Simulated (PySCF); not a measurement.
A structure optimised at PBE-D3(BJ)/def2-SVP, used in a PySCF frequency run:

```xyz
7

F     -3.1895     0.3765    -0.9488
C     -2.4293    -0.4361    -0.1930
C     -1.1287    -0.5857    -0.3640
C      0.1646    -0.7674    -0.4864
Br     1.4700     0.2814     0.4386
H     -3.0125    -0.9701     0.5786
H      0.6280    -1.5323    -1.1306
```
Charge 0, spin multiplicity 1.

Q: Write its SMILES and formula.

A: FC=C=CBr, C3H2BrF

Q: What are its rotational constants (standard atomic weights)?

A: 15.569, 1.0094, 0.97755 GHz
